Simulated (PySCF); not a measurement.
C₄H₁₀OSSi₃, SMILES [SiH3]O[SiH2][SiH2]c1cccs1, GFN2-xTB optimised geometry.

```
19

Si    -0.78     0.42     3.78
O     -1.40    -0.98     3.27
Si    -1.91    -2.26     2.40
Si    -1.49    -1.84     0.16
C     -0.31    -0.38     0.00
C      1.05    -0.38     0.00
C      1.62     0.91     0.00
C      0.68     1.89     0.01
S     -0.91     1.25     0.02
H     -0.67     0.29     5.23
H     -1.72     1.47     3.38
H      0.53     0.58     3.15
H     -1.17    -3.39     2.96
H     -3.32    -2.40     2.75
H     -2.68    -1.49    -0.63
H     -0.83    -2.95    -0.53
H      1.63    -1.29    -0.01
H      2.68     1.10    -0.01
H      0.83     2.95     0.01
```

Density from CAM-B3LYP/def2-SVP run with PySCF at that geometry.

Minimum of the electron density along straight lines between bonded atoms, close to the bond critical point (lines longer than 1.1 times the sum of covalent radii, or with two minima, are not listed):

| bond | length / Å | ρ at the minimum / e bohr⁻³ | ∇²ρ there / e bohr⁻⁵ | position (fraction from the first atom) |
|---|---|---|---|---|
| Si1–O2 | 1.617 | 0.126 | 1.11 | 0.42 |
| O2–Si3 | 1.624 | 0.124 | 1.07 | 0.59 |
| Si4–C5 | 1.879 | 0.110 | 0.36 | 0.38 |
| C5–C6 | 1.365 | 0.321 | -0.81 | 0.51 |
| C6–C7 | 1.411 | 0.299 | ? | 0.50 |
| C7–C8 | 1.358 | 0.326 | -0.84 | 0.49 |
| C5–S9 | 1.736 | ? | ? | 0.46 |
| Si1–H10 | 1.460 | 0.120 | 0.34 | 0.49 |
| Si1–H11 | 1.461 | 0.120 | 0.33 | 0.49 |
| Si1–H12 | 1.463 | 0.120 | 0.33 | 0.49 |
| Si3–H13 | 1.468 | 0.118 | 0.32 | 0.49 |
| Si3–H14 | 1.467 | 0.118 | 0.32 | 0.49 |
| Si4–H15 | 1.471 | 0.115 | 0.33 | 0.49 |
| Si4–H16 | 1.472 | 0.115 | 0.32 | 0.49 |
| C6–H17 | 1.076 | 0.285 | -1.11 | 0.64 |
| C7–H18 | 1.076 | 0.284 | -1.10 | 0.64 |
| C8–H19 | 1.072 | 0.286 | -1.13 | 0.65 |

Problem. Fill in the missing entries.

Solution. 
- C6–C7, ∇²ρ there / e bohr⁻⁵: -0.75
- C5–S9, ρ at the minimum / e bohr⁻³: 0.210
- C5–S9, ∇²ρ there / e bohr⁻⁵: -0.43
